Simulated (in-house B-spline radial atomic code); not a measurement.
A fraction x of an electron is removed from 3d in Sr+, starting from [Kr] 5s1 and keeping the highest spin. Method: scalar-relativistic (X2C) Hartree-Fock with fractional occupations, spin-polarised, spherical fractional occupations, Fermi nucleus of rms radius 4.224 fm. Calculated with an all-electron radial atomic-structure program (B-spline basis).

Caution: exact exchange at fractional occupations of open shells leaves self-interaction of up to several eV.

| x | E(x) - E(0) (eV) | 3d down level (eV) |
| --- | --- | --- |
| 0 | 0.0000 | -158.102 |
| 0.11 | 17.5085 | -160.239 |
| 0.21 | ? | ? |
| 0.27 | 43.3985 | -163.395 |
| 0.4 | ? | ? |
| 0.5 | 81.5101 | -168.029 |
| 0.58 | 95.0178 | -169.666 |
| 0.73 | 120.7000 | -172.771 |
| 0.8 | 132.8452 | -174.235 |
| 0.97 | 162.7699 | -177.830 |
| 1 | 168.1144 | -178.470 |

**Question.** What belongs in the row x = 0.21?

**Answer.** An energy change of 33.6305 eV; 3d down at -162.205 eV.

**Question.** What belongs in the row x = 0.4?

**Answer.** An energy change of 64.8088 eV; 3d down at -166.001 eV.

**Question.** Check Janak's theorem between x = 0.5 and 0.58.

**Answer.** The slope of the energy is 168.85 eV; the orbital levels give 168.85 eV (-ε of the emptying orbital, averaged over the two points).
